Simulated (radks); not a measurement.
The thulium ion Tm+, configuration [Xe] 4f13 6s1.

All-electron calculation, Dirac Kohn-Sham, PBE, spin-unpolarised, spherical densities, finite nucleus; open shells fill j = l - 1/2 first; Fermi nuclear charge, rms radius 5.2256 fm. Program: a radial shooting solver on a logarithmic mesh with Libxc functionals.

Energy parts (hartree):
| part | energy |
|---|---|
| total | -13580.4704 |
| kinetic | 15033.8889 |
| electron-nucleus | -33643.5591 |
| Hartree | 5315.9286 |
| exchange-correlation | -286.7288 |

Orbitals (lengths in bohr, moments of r in powers of bohr; r(max) is where P^2 peaks):
| orbital | occ. | eigenvalue (hartree) | r(max) | small-component weight |
|---|---|---|---|---|
| 1s1/2 | 2 | -2175.911 | 0.01261 | 6.68e-02 |
| 2s1/2 | 2 | -367.1078 | 0.07207 | 1.50e-02 |
| 2p1/2 | 2 | -349.9639 | 0.05403 | 1.50e-02 |
| 2p3/2 | 4 | -313.9434 | 0.06035 | 1.38e-02 |
| 3s1/2 | 2 | -82.68856 | 0.2035 | 4.84e-03 |
| 3p1/2 | 2 | -75.13476 | 0.1912 | 4.78e-03 |
| 3p3/2 | 4 | -67.52867 | 0.2043 | 4.42e-03 |
| 3d3/2 | 4 | -54.62743 | 0.1611 | 4.31e-03 |
| 3d5/2 | 6 | -52.96512 | 0.1648 | 4.20e-03 |
| 4s1/2 | 2 | -16.48220 | 0.4648 | 1.56e-03 |
| 4p1/2 | 2 | -13.44285 | 0.4665 | 1.48e-03 |
| 4p3/2 | 4 | -11.72662 | 0.4945 | 1.34e-03 |
| 4d3/2 | 4 | -6.72377 | 0.4963 | 1.16e-03 |
| 4d5/2 | 6 | -6.41160 | 0.5053 | 1.12e-03 |
| 4f5/2 | 6 | -0.38144 | 0.4933 | 6.73e-04 |
| 4f7/2 | 7 | -0.33748 | 0.4988 | 6.53e-04 |
| 5s1/2 | 2 | -2.20387 | 1.093 | 3.11e-04 |
| 5p1/2 | 2 | -1.38516 | 1.193 | 2.42e-04 |
| 5p3/2 | 4 | -1.17518 | 1.283 | 2.07e-04 |
| 5d3/2 | 0 | -0.24764 | 1.929 | 6.29e-05 |
| 5d5/2 | 0 | -0.23725 | 2.002 | 5.82e-05 |
| 6s1/2 | 1 | -0.33676 | 3.109 | 3.65e-05 |
| 6p1/2 | 0 | -0.21383 | 3.896 | 2.28e-05 |
| 6p3/2 | 0 | -0.19779 | 4.168 | 2.07e-05 |

The highest occupied level is 6s1/2 at -9.164 eV. The electron density at the nucleus is 9.497e+05 e/bohr^3. For comparison, the ionisation energy in NIST's Atomic Spectra Database is 12.07 eV (semi-empirical). In exact Kohn-Sham theory the highest level is minus the ionisation energy, but local and semilocal functionals leave it too shallow, through self-interaction and a potential that decays too fast; potentials with the right tail come closer.

Run on one thread of a shared host, so times are rough (Intel(R) Xeon(R) Platinum 8488C): 0.19 s of CPU time, 0.21 s wall, 17 iterations on 2360 mesh points.

Beside tabulated values, note that spin-unpolarised runs miss the spin-polarisation part of the exchange energy of open shells.
